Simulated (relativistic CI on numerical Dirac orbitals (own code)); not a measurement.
## Ag+: L-alpha,beta X-ray emission

Computed with this model: Dirac-Coulomb-Breit CI, separate exchange-only KLI orbitals for each configuration, QED by a radiative potential, valence Slater integrals scaled by 0.7, multiplet model of X-ray emission after core ionisation; configurations [Kr] 4d10 → [He] 2s2 2p5 3s2 3p6 3d10 4s2 4p6 4d10 → [Ar] 3d9 4s2 4p6 4d10; 300 K; Lorentzian 2 eV and Gaussian 0.6 eV FWHM. Energies are those of the free ion, without screening or charge transfer. S is read from ⟨S²⟩ = S(S + 1).

Computed curve for free ion, scaled to 100 at the maximum (points under 2 are left out and the grid is thinned):

| Energy (eV) | Intensity |
| --- | --- |
| 2975.2 | 2.0 |
| 2975.6 | 2.4 |
| 2976.2 | 3.1 |
| 2976.6 | 3.8 |
| 2977.0 | 4.8 |
| 2977.6 | 7.4 |
| 2978.0 | 10.0 |
| 2978.4 | 12.8 |
| 2979.0 | 13.6 |
| 2979.4 | 11.7 |
| 2980.0 | 9.2 |
| 2980.4 | 8.6 |
| 2980.8 | 8.7 |
| 2981.4 | 10.2 |
| 2981.8 | 12.2 |
| 2982.2 | 15.3 |
| 2982.8 | 23.4 |
| 2983.2 | 32.7 |
| 2983.6 | 47.5 |
| 2984.2 | 80.8 |
| 2984.6 | 98.5 |
| 2985.0 | 95.5 |
| 2985.6 | 62.9 |
| 2986.0 | 42.9 |
| 2986.6 | 24.8 |
| 2987.0 | 18.1 |
| 2987.4 | 13.6 |
| 2988.0 | 9.4 |
| 2988.4 | 7.6 |
| 2988.8 | 6.3 |
| 2989.4 | 4.8 |
| 2989.8 | 4.1 |
| 2990.2 | 3.6 |
| 2990.8 | 2.9 |
| 2991.2 | 2.6 |
| 2991.6 | 2.3 |
| 3146.4 | 2.0 |
| 3146.8 | 2.4 |
| 3147.4 | 3.0 |
| 3147.8 | 3.6 |
| 3148.2 | 4.4 |
| 3148.8 | 6.2 |
| 3149.2 | 8.0 |
| 3149.6 | 10.7 |
| 3150.2 | 17.7 |
| 3150.6 | 25.8 |
| 3151.0 | 37.7 |
| 3151.6 | 56.1 |
| 3152.0 | 56.4 |
| 3152.4 | 45.4 |
| 3153.0 | 26.3 |
| 3153.4 | 18.0 |
| 3154.0 | 10.9 |
| 3154.4 | 8.1 |
| 3154.8 | 6.3 |
| 3155.4 | 4.5 |
| 3155.8 | 3.7 |
| 3156.2 | 3.1 |
| 3156.8 | 2.4 |
| 3157.2 | 2.1 |

The ground state has S = 0.00, and the centroid lies at 3041.71 eV.
